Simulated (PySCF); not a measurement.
Zn(SH)(GeH3) (GeH4SZn), SMILES [SH][Zn][GeH3].

Coordinates come from a PBE-D3(BJ)/def2-SVP optimisation. The values are those of a single conformer.

Level of theory: C-PCM-B3LYP/def2-SVP run with PySCF 2.14.0.

The values are the electrostatic part of the solvation free energy, E(continuum) − E(gas) at the gas-phase geometry, in a cavity of scaled van der Waals radii (PySCF's table); cavitation and dispersion terms are not included. A continuum can't describe solvent molecules that bind to the metal. In vacuum the orbital gap is 5.89 eV. The dipole moment in vacuum is 1.16 D.

```tsv
solvent	ε	ΔG(elec) (kcal/mol)	dipole (D)	gap (eV)
water	78.36	-12.7	1.41	6.33
benzene	2.27	-6.4	1.30	6.11
cyclohexanone	15.62	[?]	[?]	[?]
```

Q: Fill in the missing entries. (The exact figures need the calculation; the answer reports its results.)

A: 
- cyclohexanone, ΔG(elec) (kcal/mol): -11.9
- cyclohexanone, dipole (D): 1.39
- cyclohexanone, gap (eV): 6.30
